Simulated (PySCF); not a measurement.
A structure optimised at PBE-D3(BJ)/def2-TZVPD, used in a PySCF frequency run:

```xyz
2

Ag     0.0000     0.0000    -0.6073
Cl     0.0000     0.0000     1.6789
```

**Question.** Write its SMILES, formula and point group.

**Answer.** [Cl][Ag], AgCl, C∞v

**Question.** What are its rotational constants (standard atomic weights)?

**Answer.** 3.6241 GHz (linear rotor, B only)
